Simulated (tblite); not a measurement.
CH₆FSi₃ (doublet state).
SMILES with atom numbers: `[F:1][Si@H:2]1[SiH:3][CH2:4][SiH2:5]1` (hydrogens: H6 on Si2; H7 on Si3; H8, H9 on C4; H10, H11 on Si5)

Structure used (GFN2-xTB), in Å, numbered top down from 1:
```
atom  x, y, z in Å
F1     2.845    0.197   -0.469
Si2    1.516    0.448    0.446
Si3   -0.083    1.474   -0.878
C4    -1.269   -0.024   -0.512
Si5   -0.081   -1.252    0.378
H6     2.215    0.743    1.706
H7    -0.802    2.751   -0.671
H8    -2.093    0.275    0.137
H9    -1.739   -0.442   -1.401
H10   -0.639   -1.704    1.659
H11    0.135   -2.462   -0.421
```

Structure optimised with GFN2-xTB, isolated species. This method treats the open shell by occupation alone, without spin polarisation.

Take the most abundant isotopes and a rigid rotor. The values belong to one conformer with, in the numbering `[F:1][Si@H:2]1[SiH:3][CH2:4][SiH2:5]1`, F1–Si2–Si3–C4 121°, Si2–Si3–C4–Si5 -9°, Si3–C4–Si5–Si2 9°, F1–Si2–Si5–C4 -113°.

Task: Give the principal moments of inertia and the rotational constants in GHz.

Result: Ia = 165.66, Ib = 232.37, Ic = 353.71 u·Å²; 505379 MHz·u·Å²/I gives 3051, 2175 and 1429 MHz, that is A = 3.0508, B = 2.1749, C = 1.4288 GHz.

Task: Classify the top.

Result: An asymmetric top: κ = (2 × 2175 − 3051 − 1429)/(3051 − 1429) = -0.08.

Task: Is it planar, by Δ = Ic − Ia − Ib?

Result: Not planar: Δ = Ic − Ia − Ib = -44.32 u·Å². For a rigid frame Δ = −2 Σ m c², so Σ m c² = 22.16 u·Å² lies off the ab plane: 7.75 from hydrogen and 14.41 from heavier atoms. The atom farthest from that plane is 1.69 Å away.

Task: List the rotational levels J(Ka,Kc) to J = 5 (MHz).

Result: Above 0(0,0):
J = 1: 1(0,1) 3604, 1(1,1) 4480, 1(1,0) 5226
J = 2: 2(0,2) 10497, 2(1,2) 10941, 2(1,1) 13179, 2(2,1) 15807, 2(2,0) 16121
J = 3: 3(0,3) 20300, 3(1,3) 20464, 3(1,2) 24849, 3(2,2) 26618, 3(2,1) 27940, 3(3,1) 33031, 3(3,0) 33123
J = 4: 4(0,4) 32894, 4(1,4) 32944, 4(1,3) 39838, 4(2,3) 40777, 4(2,2) 43898, 4(3,2) 47889, 4(3,1) 48456, 4(4,1) 56276, 4(4,0) 56298
J = 5: 5(0,5) 48304, 5(1,5) 48318, 5(1,4) 57719, 5(2,4) 58108, 5(2,3) 63676, 5(3,3) 66368, 5(3,2) 68153, 5(4,2) 74982, 5(4,1) 75165, 5(5,1) 85597, 5(5,0) 85602
The levels of one J sum to (2J + 1)J(J + 1)(A + B + C)/3.

For this open shell read J as N, the rotation without spin; fine and hyperfine splittings come on top. Its GFN2-xTB frequencies are all real (lowest 77 cm⁻¹). No vibrational averaging or centrifugal distortion is included, and the geometry carries the error of its method.

The numbers are calculated, not measured.
